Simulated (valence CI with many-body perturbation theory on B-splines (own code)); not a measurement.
# Energy levels of Mn IV

Computed by configuration interaction combined with many-body perturbation theory (CI+MBPT): four valence electrons over a frozen Dirac-Fock core [Ar], radial functions for each j: 7 s, 7 p, 8 d, 6 f, 4 g, 1 h, with the one-electron correlation potential Σ1, the two-electron term Σ2, the three-electron term Σ3, Breit, model QED; selected CI, second order for the rest, scaled by the run's own slope (own B-spline code, finite nucleus).

Set against measurement, 66 paired levels are off by 3123 cm⁻¹ on average, the worst by 5064. These come from a selection out of Corliss and Sugar, J. Phys. Chem. Ref. Data 6, 1253 (1977). Levels without a partner in it may be off by more, other configurations by 1,000 to 8,000 cm⁻¹. Among the levels kept, up to 290 cm⁻¹ of a level comes from second order outside the variational space, and about a tenth of that is noise between levels of different J, which matters for small intervals.

Levels 46 to 90 of 220, with energies above the lowest level, 3d4 5D_0. "Leading %" is the weight of the configuration and term that name the level; weights of strongly mixed levels are sums over their largest components and can fall short.

| No. | Configuration | Term | J | E (cm⁻¹) | Leading % | Second component | g |
| --- | --- | --- | --- | --- | --- | --- | --- |
| 46 | 3d3.4s | 3G | 3 | 126637 | 98 |  | 0.749 |
| 47 | 3d3.4s | 3G | 4 | 126832 | 97 |  | 1.049 |
| 48 | 3d3.4s | 3G | 5 | 127116 | 97 |  | 1.199 |
| 49 | 3d3.4s | 1G | 4 | 130764 | 91 | 6 % 3d3.4s 3H | 0.988 |
| 50 | 3d3.4s | 3P | 0 | 131088 | 97 |  |  |
| 51 | 3d3.4s | 3P | 1 | 131313 | 93 |  | 1.464 |
| 52 | 3d3.4s | 3P | 2 | 131869 | 97 |  | 1.499 |
| 53 | 3d3.4s | 3P | 2 | 132412 | 76 | 20 % 3d3.4s 3D | 1.429 |
| 54 | 3d3.4s | 3P | 1 | 132412 | 87 | 10 % 3d3.4s 3D | 1.402 |
| 55 | 3d3.4s | 3P | 0 | 132577 | 98 |  |  |
| 56 | 3d3.4s | 3H | 4 | 132982 | 92 | 6 % 3d3.4s 1G | 0.813 |
| 57 | 3d3.4s | 3H | 5 | 133034 | 97 |  | 1.034 |
| 58 | 3d3.4s | 3H | 6 | 133219 | 98 |  | 1.167 |
| 59 | 3d3.4s | 3D | 1 | 133516 | 80 | 12 % 3d3.4s 3P | 0.651 |
| 60 | 3d3.4s | 3D | 2 | 134068 | 77 | 20 % 3d3.4s 3P | 1.237 |
| 61 | 3d3.4s | 3D | 3 | 134082 | 98 |  | 1.334 |
| 62 | 3d3.4s | 1P | 1 | 136504 | 90 | 5 % 3d3.4s 3D | 0.987 |
| 63 | 3d3.4s | 1H | 5 | 136965 | 97 |  | 1.000 |
| 64 | 3d3.4s | 1D | 2 | 137816 | 96 |  | 1.005 |
| 65 | 3d3.4s | 3F | 4 | 148806 | 98 |  | 1.250 |
| 66 | 3d3.4s | 3F | 3 | 148961 | 98 |  | 1.083 |
| 67 | 3d3.4s | 3F | 2 | 149086 | 98 |  | 0.666 |
| 68 | 3d3.4s | 1F | 3 | 152531 | 97 |  | 1.000 |
| 69 | 3d3.4p | 5G° | 2 | 163194 | 97 |  | 0.334 |
| 70 | 3d3.4p | 5G° | 3 | 163597 | 97 |  | 0.917 |
| 71 | 3d3.4p | 5G° | 4 | 164123 | 97 |  | 1.151 |
| 72 | 3d3.4p | 5G° | 5 | 164770 | 97 |  | 1.267 |
| 73 | 3d3.4p | 5G° | 6 | 165540 | 98 |  | 1.334 |
| 74 | 3d3.4p | 3D° | 1 | 165864 | 53 | 29 % 3d3.4p 5F° | 0.512 |
| 75 | 3d3.4p | 5D° | 2 | 166155 | 41 | 34 % 3d3.4p 3D° | 1.271 |
| 76 | 3d3.4p | 5D° | 0 | 166464 | 97 |  |  |
| 77 | 3d3.4p | 5D° | 3 | 166560 | 69 | 14 % 3d3.4p 3D° | 1.439 |
| 78 | 3d3.4p | 5D° | 1 | 166655 | 80 | 13 % 3d3.4p 5F° | 1.255 |
| 79 | 3d3.4p | 5D° | 2 | 166999 | 50 | 40 % 3d3.4p 5F° | 1.270 |
| 80 | 3d3.4p | 5D° | 4 | 167049 | 91 | 6 % 3d3.4p 5F° | 1.490 |
| 81 | 3d3.4p | 5F° | 1 | 167370 | 56 | 39 % 3d3.4p 3D° | 0.231 |
| 82 | 3d3.4p | 5F° | 3 | 167414 | 74 | 20 % 3d3.4p 5D° | 1.303 |
| 83 | 3d3.4p | 3D° | 2 | 167647 | 54 | 36 % 3d3.4p 5F° | 1.124 |
| 84 | 3d3.4p | 5F° | 4 | 167821 | 90 | 6 % 3d3.4p 5D° | 1.353 |
| 85 | 3d3.4p | 3D° | 3 | 168155 | 78 | 10 % 3d3.4p 5F° | 1.337 |
| 86 | 3d3.4p | 5F° | 5 | 168217 | 93 |  | 1.391 |
| 87 | 3d3.4p | 3G° | 3 | 170372 | 96 |  | 0.754 |
| 88 | 3d3.4p | 3G° | 4 | 170750 | 95 |  | 1.056 |
| 89 | 3d3.4s | 3D | 3 | 171050 | 98 |  | 1.334 |
| 90 | 3d3.4s | 3D | 2 | 171185 | 98 |  | 1.166 |

Names give the largest LS component (configuration and term), which can be under half, so a name can repeat, a term be missing and a line seem to break the LS rules; names also repeat where a configuration has a term twice.

Where two levels of one J and parity lie close, their mixing, g and order are uncertain.
